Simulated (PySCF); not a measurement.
arsenic trifluoride (AsF3), SMILES F[As](F)F.

Geometry: ωB97X-D3(BJ)/def2-SVP.

Calculation: PySCF with PBE/def2-TZVPD.

Gas-phase values at a fixed geometry.

The total energy is -2535.02507 hartree. The point group is C3v, the highest occupied level is -8.58 eV and the lowest empty level comes out as -2.08 eV. The orbital gap is 6.50 eV. The dipole moment is 2.33 D and the quadrupole, principal values (traceless, Buckingham form, about the centre of nuclear charge) is -1.14, -1.14, 2.28 D·Å. The mean static polarisability comes out as 31.8 bohr³ (4.72 Å³) and the polarisability, principal values is 29.5, 33.0, 33.0 bohr³.
